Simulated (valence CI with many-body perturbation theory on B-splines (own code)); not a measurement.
Questions on Pr⁹⁺

Level of theory: relativistic CI+MBPT: four valence electrons over a frozen Dirac-Fock core [Kr] 4d10, a basis of 7 s, 7 p, 7 d, 7 f, 4 g, 2 h functions for each j, with the one-electron correlation potential Σ1 (screened to all orders), the two-electron term Σ2, the three-electron term Σ3, Breit, model QED; selected single and double excitations, second order for the rest, scaled by the run's own slope (own B-spline code, finite nucleus).

No measured spectrum was set against this ion. As an estimate, terms of the open shell hold to a few per cent of their energy, and close levels can change places; configurations with another count of f electrons can be misplaced by thousands of cm⁻¹. Among the levels kept, up to 430 cm⁻¹ of a level comes from second order outside the variational space, and about a tenth of that is noise between levels of different J, which matters for small intervals.

Levels are named by their leading jj configuration (3d3/2^4 stands for four electrons in 3d with j = 3/2), which in mixed levels can hold well under half, so a name can repeat and another be missing.

Rates and lifetimes use the calculated energies. Strong lines usually hold to 10 to 20 %, long lifetimes can be off by a factor of two.

What is the ground level?

(5s^2 5p1/2^2) J=0, composition 80 % 5s²5p² ³P + 17 % 5s²5p² ¹S.

How well does LS coupling describe the low levels?

Among the lowest 20 levels the leading LS term, summed over configurations, holds 67 % on average. For single configurations the figures are 65 % in LS and 78 % in jj coupling. Terms mix most in the J = 2 level at 7.808 eV, where the leading one holds 27 %.

Where does the other parity begin?

At (4f5/2 5s 5p1/2^2) J=2, 20.439 eV.

Among levels below 36.321 eV, which E1 lines absorb most strongly from the ground level?

to (5s 5p1/2^2 5p3/2) J=1 at 50.95 nm, f = 0.231; to (5s 5p1/2 5p3/2^2) J=1 at 37.79 nm, f = 0.191; to (5s 5p1/2 5p3/2^2) J=1 at 38.79 nm, f = 0.0963.

Name the longest-lived excited levels whose lifetime is computed, and their main decay.

(4f5/2 5s^2 5p1/2) J=2 at 3.145 eV lives 55.3 s, mostly by E2 to (5s^2 5p1/2^2) J=0; (4f7/2 5s^2 5p1/2) J=3 at 3.511 eV lives 2.59 s, mostly by M1 to (4f5/2 5s^2 5p1/2) J=2; (4f7/2^2 5s^2) J=6 at 10.106 eV lives 385 ms, mostly by E2 to (4f7/2 5s^2 5p1/2) J=4. The lifetime of (4f5/2 5s^2 5p1/2) J=3 is too uncertain to give, and may be longer.

What is the ionisation energy?

146.63 eV; NIST lists 148 ± 7 eV (theoretical).
